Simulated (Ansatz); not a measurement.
Gas-phase electronic energies from Ansatz, PBE0-D4/def2-TZVP geometries. CCSD(T)/CBS adds triple-zeta CCSD(T) − MP2 to the extrapolated MP2 energy (def2 sets, frozen cores). This one scheme is used for every species. Functionals use def2-TZVPP. def2 core potentials past Kr. For Br, Te outer-core shells are correlated without core-valence functions, which leaves a few kJ/mol of doubt a bond. Scalar relativity is left out up to krypton. One conformer a species, not always the lowest.

Reaction (substitution at a C–C bond): `CC(O)(F)Br` + H₂Te → `OC(F)(Br)[TeH]` + CH₄

`CC(O)(F)Br`:

Cartesian coordinates in Å:
```
C -0.772 0.426 -0.589
C 0.397 -0.193 0.113
O -0.007 -0.900 1.189
F 1.098 -0.991 -0.741
Br 1.695 1.224 0.663
H -1.293 1.102 0.086
H -0.433 0.972 -1.466
H -1.448 -0.377 -0.893
H 0.764 -1.264 1.640
```

H₂Te:

```xyz
3

Te   -0.283    0.701   -0.183
H    -0.060   -0.718   -1.007
H     0.343    0.017    1.189
```

`OC(F)(Br)[TeH]`:

Cartesian coordinates in Å:
```
O -0.643 -1.308 0.514
C -0.105 -0.317 -0.238
F 1.214 -0.545 -0.459
Br -1.005 -0.370 -1.958
Te -0.295 1.621 0.772
H -0.200 -1.309 1.373
H 1.034 2.229 -0.005
```

CH₄:

Z-matrix (Å, degrees):
```
C
H 1 1.090
H 1 1.090 2 109.5
H 1 1.090 2 109.5 3 -120.0
H 1 1.090 2 109.5 3 120.0
```

```tsv
species	BHLYP-D4 energy (Eh)
`CC(O)(F)Br`	-2827.83554
H₂Te	-269.15325
`OC(F)(Br)[TeH]`	-3056.46545
CH₄	-40.50336
```

Question: Work out ΔE.

Answer: ΔE = (-3056.46545) + (-40.50336) − (-2827.83554) − (-269.15325) = 0.01998 Eh = +52.5 kJ/mol. CCSD(T)/CBS gives +44.4 kJ/mol.

Largest T1 diagnostic among the species: 0.011.

The D4 term adds −6.1 kJ/mol with B3LYP and −3.1 kJ/mol with PBE0; it sums over pairs of atoms, weighted by their polarisabilities, and B3LYP, whose exchange is more repulsive, gets the larger term. From r2SCAN to r2SCAN0 (25 % exact exchange), in def2-TZVPP and without D4, ΔE moves by +7.7 kJ/mol.

B3LYP here is the variant with VWN-RPA as its local correlation; programs differ in this.
